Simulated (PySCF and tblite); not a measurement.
Results of a calculation; reference values are marked as such.
C₈H₇F, numbered as in [CH2:1]=[CH:2][c:3]1[cH:4][cH:5][cH:6][c:7]([F:8])[cH:9]1.

Search: ETKDG, MMFF94s, GFN2-xTB, 60 starts; geometries at GFN2-xTB. Free energies are PBE0-D3(BJ)/def2-SVP (IEF-PCM, acetonitrile) single points with GFN2-xTB rigid-rotor and vibrational terms (modes under about 100 cm⁻¹ blended into free rotors). Symmetry numbers and mirror images are counted. Conformers within 3 kcal/mol (GFN2-xTB free energy) were kept, 8 at most. Of two unlike H on one atom, a is the less shielded (mPW1PW91/pcSseg-1 (IEF-PCM, acetonitrile)). Programs: PySCF with density fitting and tblite.

An NOE distance is ⟨r⁻⁶⟩^(−1/6) over all pairs of like atoms and, for the average, over conformers.

Torsions listed: C1–C2–C3–C4.

```
conformer  shape  weight %
        1   180°      53.3
        2     0°      46.7
```

(1) Which H–H contacts under 3.5 Å would NOEs report (pairs on one atom left out) at 298.15 K?

## Answers

(1) 
```csv
pair,in 1 (Å),in 2 (Å),average (Å)
H1a ··· H9,2.16,4.68,2.40
H1b ··· H2,2.41,2.41,2.41
H1a ··· H4,4.66,2.16,2.44
H4 ··· H5,2.45,2.44,2.45
H5 ··· H6,2.49,2.48,2.49
H2 ··· H4,2.32,3.80,2.56
H2 ··· H9,3.82,2.33,2.62
H1a ··· H2,3.06,3.06,3.06
```

Longer pairs under the limit may be missing.
